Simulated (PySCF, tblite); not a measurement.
Isomers of C5H14N2P2, one GFN2-xTB conformer each. Single-point energies are computed at PBE0/pcSseg-1 (PySCF, gas phase, no added dispersion term), electronic only.

```csv
SMILES,GFN2-xTB relative energy (kJ/mol)
CNP1(=N)CCPCC1,0.0
CN(C)C/P=P/N(C)C,24.1
```

Conformers: `[CH3:1][NH:2][P:3]1(=[NH:4])[CH2:5][CH2:6][PH:7][CH2:8][CH2:9]1` with C1–N2–P3–N4 173°, N2–P3–C5–C6 -171°, P3–C5–C6–P7 68°, C5–C6–P7–C8 -59°, C6–P7–C8–C9 57°; `[CH3:1][N:2]([CH3:3])[CH2:4]/[P:5]=[P:6]/[N:7]([CH3:8])[CH3:9]` with C1–N2–C4–P5 72°, N2–C4–P5–P6 -121°, P5–P6–N7–C8 165°.

Problem. What does PBE0/pcSseg-1 give for the same structures?

Solution. 
```json
{"SMILES": "CNP1(=N)CCPCC1", "PBE0/pcSseg-1 E (Eh)": "-990.47109", "PBE0/pcSseg-1 (kJ/mol)": "0.0", "GFN2-xTB (kJ/mol)": "0.0", "point group": "C1"}
{"SMILES": "CN(C)C/P=P/N(C)C", "PBE0/pcSseg-1 E (Eh)": "-990.44173", "PBE0/pcSseg-1 (kJ/mol)": "77.1", "GFN2-xTB (kJ/mol)": "24.1", "point group": "C1"}
```

Both levels put the same isomer lowest. As drawn, the lower has an N–H bond, which the higher lacks.

Problem. Which frontier levels, dipoles and rotational constants go with these structures?

Solution. 
```json
{"SMILES": "CNP1(=N)CCPCC1", "HOMO (eV, PBE0/pcSseg-1)": "-6.50", "LUMO (eV)": "0.84", "dipole (D)": "3.99", "A, B, C (MHz)": "1895, 816.9, 789.6"}
{"SMILES": "CN(C)C/P=P/N(C)C", "HOMO (eV, PBE0/pcSseg-1)": "-5.91", "LUMO (eV)": "-1.65", "dipole (D)": "2.14", "A, B, C (MHz)": "3200, 498.0, 482.5"}
```

Problem. What happens when harmonic zero-point energies from GFN2-xTB frequencies are added?

Solution. 
| SMILES | ZPE (kJ/mol) | electronic (kJ/mol) | with ZPE (kJ/mol) |
| --- | --- | --- | --- |
| CNP1(=N)CCPCC1 | 489.8 | 0.0 | 0.0 |
| CN(C)C/P=P/N(C)C | 500.8 | 77.1 | 88.1 |

The zero-point energies span 11.0 kJ/mol. The order is unchanged.

Problem. As an exercise, what shares would exp(−E/RT) give at 2000 K from these electronic energies alone (no entropy, no degeneracies)?

Solution. RT = 16.629 kJ/mol: CNP1(=N)CCPCC1 99.0 %, CN(C)C/P=P/N(C)C 1.0 %.
